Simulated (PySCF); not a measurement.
PySCF input file for H₆O₄SnTi, SMILES [Ti]([OH])([OH])([O][SnH3])[OH], multiplicity 1, PBE-D3(BJ)/def2-SVP. Coordinates come from a PBE-D3(BJ)/def2-SVP optimisation. The multiplicity is an assumed one; other spin states were not compared. The def2 effective core potentials stand for the cores of Sn; spin–orbit coupling is left out. One conformer was computed; it need not be the lowest.

```python
import numpy as np
from pyscf import gto, scf, dft, df
from pyscf.hessian import thermo

mol = gto.M(
    atom='''
    O     0.18044133   -0.51334710   -0.72435090
    Ti   -1.51549881   -0.57459373   -0.15370267
    O    -1.97637660   -2.24890885    0.35764625
    H    -1.44567948   -3.05291081    0.22206834
    O    -2.60987102    0.03665864   -1.46519276
    H    -3.47835266   -0.34973706   -1.67483474
    O    -1.59530789    0.54574437    1.29229877
    H    -1.95499078    1.44874492    1.23759259
    Sn    1.64435239    0.58995294    0.13881691
    H     1.12614426    2.23564953    0.08629500
    H     3.02910746    0.30962055   -0.85602625
    H     1.85603922   -0.00912883    1.74230692
    ''',
    basis='def2-SVP',
    ecp={'Sn': 'def2-svp'},
    charge=0,
    spin=0,
    max_memory=1600,
    verbose=3,
)
mf = dft.RKS(mol, xc='pbe').density_fit(auxbasis='def2-universal-jkfit')
mf.disp = 'd3bj'
mf.grids.level = 3
mf.conv_tol = 1e-11
mf.max_cycle = 100
mf.kernel()

# [left out here: the lines that compute and print the analytic Hessian (its translational invariance restored by hand, since the grid's response is missing), thermochemistry and intensities]
```

It prints:

```
converged SCF energy = -1367.61345362247

WARN: DFTD3 does not support analytical Hessian, using finite difference


WARN: Mole.unit (angstrom) is changed to Bohr

Mode                                 0                   1                   2
Irrep
Freq [cm^-1]                       38.3914             50.4829             94.0159
Reduced mass [au]                   6.7717              9.4856              1.0784
Force const [Dyne/A]                0.0059              0.0142              0.0056
Char temp [K]                      55.2367             72.6336            135.2679
Normal mode                   x     y     z       x     y     z       x     y     z
       0   O                 0.03 -0.10  0.08   -0.03  0.05  0.06    0.00 -0.01  0.00
       1  Ti                 0.01 -0.03  0.02   -0.04  0.00  0.02   -0.00 -0.01 -0.00
       2   O                -0.12 -0.01 -0.04   -0.01 -0.02 -0.02   -0.03  0.01  0.03
       3   H                -0.15 -0.04 -0.03    0.01 -0.00 -0.06   -0.05 -0.01  0.06
       4   O                 0.09  0.07 -0.01   -0.01 -0.03 -0.02    0.03 -0.01 -0.03
       5   H                 0.08  0.12 -0.05    0.01 -0.06 -0.05    0.01  0.03  0.00
       6   O                 0.00 -0.04  0.03   -0.16 -0.02  0.02   -0.01  0.00 -0.01
       7   H                 0.00 -0.04  0.04   -0.18 -0.03  0.02    0.16  0.07 -0.05
       8  Sn                -0.00  0.02 -0.02    0.04  0.00 -0.01   -0.00  0.00  0.00
       9   H                -0.07 -0.00 -0.13    0.08  0.02  0.02   -0.22 -0.05  0.49
      10   H                -0.00  0.00 -0.01   -0.01 -0.03 -0.07   -0.14  0.43 -0.31
      11   H                 0.03  0.15  0.03    0.09 -0.00 -0.02    0.35 -0.36 -0.18
Mode                                 3                   4                   5
Irrep
Freq [cm^-1]                      156.2561            173.3420            177.2736
Reduced mass [au]                   4.7903              2.5433              2.3300
Force const [Dyne/A]                0.0689              0.0450              0.0431
Char temp [K]                     224.8178            249.4005            255.0572
Normal mode                   x     y     z       x     y     z       x     y     z
       0   O                -0.01 -0.03  0.02    0.00  0.03 -0.03    0.01 -0.07  0.08
       1  Ti                 0.00  0.03  0.03    0.01 -0.04 -0.02   -0.03 -0.01 -0.02
       2   O                 0.14 -0.01  0.00    0.03 -0.01  0.10    0.05 -0.03 -0.04
       3   H                 0.21  0.06 -0.17    0.03 -0.03  0.22    0.34  0.08  0.44
       4   O                 0.09  0.05 -0.04    0.03  0.11  0.02   -0.08  0.07  0.05
       5   H                 0.15  0.04 -0.24   -0.15  0.40  0.21    0.03 -0.06 -0.17
       6   O                -0.05  0.02  0.04   -0.08 -0.04 -0.03    0.03  0.03 -0.05
       7   H                -0.01  0.03  0.04    0.14  0.04 -0.20   -0.13 -0.03 -0.09
       8  Sn                -0.03 -0.02 -0.01    0.00  0.00 -0.00    0.01  0.00  0.00
       9   H                -0.05 -0.02 -0.02    0.03  0.01 -0.04   -0.06 -0.02  0.02
      10   H                -0.03  0.00 -0.02    0.03 -0.04  0.06   -0.03  0.05 -0.07
      11   H                -0.00  0.00 -0.01   -0.07  0.02  0.02    0.12  0.01 -0.01
Mode                                 6                   7                   8
Irrep
Freq [cm^-1]                      198.5043            227.8464            251.6163
Reduced mass [au]                   2.2525              2.9868              1.5766
Force const [Dyne/A]                0.0523              0.0914              0.0588
Char temp [K]                     285.6035            327.8202            362.0199
Normal mode                   x     y     z       x     y     z       x     y     z
       0   O                 0.03 -0.05 -0.01   -0.05  0.08  0.00   -0.00 -0.06  0.07
       1  Ti                 0.03 -0.01  0.02   -0.03 -0.04  0.04   -0.03  0.02 -0.02
       2   O                 0.01 -0.02 -0.04   -0.01 -0.08 -0.07    0.05 -0.00 -0.00
       3   H                -0.14 -0.05 -0.48    0.00 -0.08 -0.01    0.04  0.05 -0.34
       4   O                -0.03  0.02  0.09    0.05  0.01  0.01   -0.05 -0.03 -0.05
       5   H                -0.08  0.05  0.20    0.09 -0.01 -0.11   -0.25  0.21  0.30
       6   O                -0.06  0.09 -0.07    0.04  0.08 -0.04    0.02 -0.02  0.01
       7   H                -0.25  0.01 -0.18    0.38  0.20 -0.27    0.49  0.17 -0.02
       8  Sn                -0.00 -0.00  0.00    0.00  0.00  0.00    0.01  0.00  0.00
       9   H                -0.07 -0.02  0.05    0.09  0.03 -0.00   -0.05 -0.01 -0.08
      10   H                -0.00  0.08 -0.02   -0.01 -0.08  0.00   -0.01 -0.00 -0.02
      11   H                 0.03 -0.05 -0.02   -0.03 -0.00  0.00    0.06  0.12  0.04
Mode                                 9                  10                  11
Irrep
Freq [cm^-1]                      264.1176            292.1237            443.8148
[...]
Reduced mass [au]                   1.0282              1.0201              4.5593
Force const [Dyne/A]                0.2748              0.2764              1.3094
Char temp [K]                     968.9650            975.7239           1004.5229
Normal mode                   x     y     z       x     y     z       x     y     z
       0   O                -0.01 -0.00  0.00   -0.00 -0.00  0.00    0.05  0.02  0.01
       1  Ti                 0.01  0.00 -0.00    0.00 -0.00  0.00    0.03 -0.01 -0.03
       2   O                -0.00 -0.01  0.00    0.00  0.00 -0.00   -0.03 -0.10  0.04
       3   H                -0.01 -0.01  0.01   -0.00  0.00 -0.01   -0.01 -0.09  0.01
       4   O                -0.01 -0.00 -0.00   -0.00  0.00 -0.00   -0.06  0.03 -0.06
       5   H                -0.01  0.02 -0.03   -0.01  0.01 -0.01   -0.05  0.03 -0.09
       6   O                 0.00 -0.00 -0.00    0.00  0.00  0.00   -0.02  0.10  0.11
       7   H                -0.01 -0.01 -0.00    0.00  0.00 -0.00   -0.00  0.11  0.16
       8  Sn                 0.01 -0.00 -0.00    0.00  0.01 -0.01   -0.01 -0.01 -0.00
       9   H                -0.24 -0.05  0.45   -0.41 -0.14  0.40    0.14  0.05  0.14
      10   H                -0.26 -0.04 -0.31    0.13 -0.64  0.37    0.09  0.10  0.10
      11   H                -0.58  0.39  0.22    0.25 -0.04 -0.03    0.11  0.17  0.05
Mode                                21                  22                  23
Irrep
Freq [cm^-1]                      743.7450            769.4895            826.3799
Reduced mass [au]                   7.3661              7.2997              6.6925
Force const [Dyne/A]                2.4007              2.5466              2.6928
Char temp [K]                    1070.0835           1107.1240           1188.9767
Normal mode                   x     y     z       x     y     z       x     y     z
       0   O                -0.04 -0.01  0.01   -0.01  0.01 -0.00    0.20  0.05 -0.02
       1  Ti                -0.03 -0.02 -0.07    0.01 -0.08  0.02   -0.06 -0.01  0.01
       2   O                 0.02  0.05  0.00    0.02  0.15 -0.04    0.01  0.01 -0.00
       3   H                 0.01  0.05 -0.06    0.10  0.20 -0.08    0.00  0.01 -0.01
       4   O                 0.10 -0.04  0.11   -0.05  0.03 -0.06    0.02  0.00  0.00
       5   H                 0.12 -0.12  0.17   -0.05  0.03 -0.08    0.01 -0.03  0.08
       6   O                -0.01  0.06  0.07   -0.01  0.04  0.03    0.01  0.01  0.01
       7   H                -0.00  0.07  0.13   -0.01  0.05  0.15   -0.02  0.00  0.01
       8  Sn                 0.00  0.00 -0.00    0.00 -0.00 -0.00   -0.00 -0.00 -0.00
       9   H                 0.00  0.00  0.06    0.00 -0.00  0.01   -0.13 -0.04 -0.08
      10   H                 0.03  0.03  0.03    0.00  0.03 -0.01   -0.11 -0.12 -0.12
      11   H                -0.01  0.05  0.02   -0.01  0.03  0.01   -0.11 -0.12 -0.02
Mode                                24                  25                  26
Irrep
Freq [cm^-1]                     1852.7423           1871.0752           1877.4409
Reduced mass [au]                   1.0098              1.0187              1.0188
Force const [Dyne/A]                2.0423              2.1012              2.1158
Char temp [K]                    2665.6836           2692.0606           2701.2195
Normal mode                   x     y     z       x     y     z       x     y     z
       0   O                 0.00  0.00  0.00   -0.00 -0.00  0.00   -0.00 -0.00  0.00
       1  Ti                -0.00  0.00  0.00    0.00 -0.00 -0.00    0.00  0.00 -0.00
       2   O                 0.00  0.00 -0.00    0.00  0.00  0.00    0.00 -0.00  0.00
       3   H                -0.00  0.00  0.00    0.00  0.00 -0.00   -0.00 -0.00 -0.00
       4   O                 0.00 -0.00  0.00    0.00  0.00  0.00   -0.00 -0.00  0.00
       5   H                 0.00  0.00 -0.00    0.00 -0.00 -0.00   -0.00  0.00  0.00
       6   O                 0.00 -0.00 -0.00    0.00  0.00  0.00    0.00 -0.00  0.00
       7   H                 0.00 -0.00 -0.00   -0.00 -0.00  0.00    0.00  0.00 -0.00
       8  Sn                 0.00  0.00  0.00    0.01 -0.01 -0.00   -0.00  0.01 -0.01
       9   H                 0.20 -0.59  0.02   -0.18  0.59 -0.04    0.15 -0.43 -0.01
      10   H                -0.48  0.11  0.35   -0.60  0.12  0.45   -0.17  0.06  0.10
      11   H                -0.05  0.18 -0.45    0.04 -0.07  0.12    0.09 -0.30  0.80
Mode                                27                  28                  29
Irrep
Freq [cm^-1]                     3762.9456           3766.0120           3774.3346
Reduced mass [au]                   1.0668              1.0672              1.0676
Force const [Dyne/A]                8.9002              8.9181              8.9607
Char temp [K]                    5414.0409           5418.4528           5430.4271
Normal mode                   x     y     z       x     y     z       x     y     z
       0   O                 0.00 -0.00 -0.00    0.00  0.00 -0.00    0.00  0.00 -0.00
       1  Ti                -0.00  0.00 -0.00   -0.00 -0.00  0.00    0.00  0.00 -0.00
       2   O                -0.00  0.00  0.00   -0.01  0.01  0.00    0.03 -0.05 -0.01
       3   H                 0.02 -0.03 -0.01    0.13 -0.20 -0.03   -0.50  0.78  0.12
       4   O                 0.03  0.01  0.01   -0.05 -0.02 -0.01   -0.01 -0.00 -0.00
       5   H                -0.41 -0.18 -0.10    0.74  0.32  0.19    0.17  0.07  0.04
       6   O                -0.02  0.05 -0.00   -0.01  0.03 -0.00   -0.00  0.01  0.00
       7   H                 0.31 -0.79  0.03    0.16 -0.41  0.02    0.05 -0.13  0.01
       8  Sn                -0.00 -0.00 -0.00   -0.00 -0.00 -0.00   -0.00 -0.00 -0.00
       9   H                 0.00  0.00  0.00    0.00  0.00  0.00    0.00  0.00  0.00
      10   H                 0.00  0.00  0.00    0.00  0.00 -0.00    0.00  0.00 -0.00
      11   H                 0.00  0.00  0.00    0.00  0.00  0.00    0.00  0.00  0.00
temperature 298.1500 [K]
pressure 101325.00 [Pa]
Rotational constants [GHz] 3.12257 0.60511 0.60004
Symmetry number 1
Zero-point energy (ZPE) 0.06104 [Eh]   160260.914 [J/mol]
                           tot       elec      trans        rot        vib
Entropy [J/mol/K]       453.716      0.000    176.922    125.640    151.154
Cv [J/mol/K]            165.856      0.000     12.472     12.472    140.913
Cp [J/mol/K]            174.171      0.000     20.786     12.472    140.913
Internal energy [J/mol]                      3718.434   3718.434 183612.335
Internal energy [Eh]   -1367.54069  -1367.61345
Enthalpy [J/mol]                             6197.391   3718.434 183612.335
Enthalpy [Eh]          -1367.53974
Gibbs free energy [J/mol]                  -46551.848 -33741.204 138545.914
Gibbs free energy [Eh] -1367.59127
mode   freq/cm-1   IR/(km/mol)
   1       38.39         1.203
   2       50.48         3.833
   3       94.02         1.587
   4      156.26        13.855
   5      173.34         4.027
   6      177.27         2.900
   7      198.50        18.212
   8      227.85        18.987
   9      251.62        41.541
  10      264.12        96.012
  11      292.12       137.786
  12      443.81       113.404
  13      474.72        89.544
  14      488.61        26.222
  15      489.63       110.144
  16      498.82        65.946
  17      521.17       115.278
  18      658.82       342.125
  19      673.46       126.630
  20      678.16        71.649
  21      698.18        50.642
  22      743.75       150.586
  23      769.49       169.038
  24      826.38       368.468
  25     1852.74        65.583
  26     1871.08       170.224
  27     1877.44       157.669
  28     3762.95       117.345
  29     3766.01       172.938
  30     3774.33       109.532
max |gradient| / (hartree/bohr): 0.0001575147062534542
APT charges: [-1.2073  2.1564 -0.86    0.3074 -0.8579  0.3118 -0.7747  0.285   1.4947
 -0.2846 -0.2917 -0.279 ]
```

The run converged.
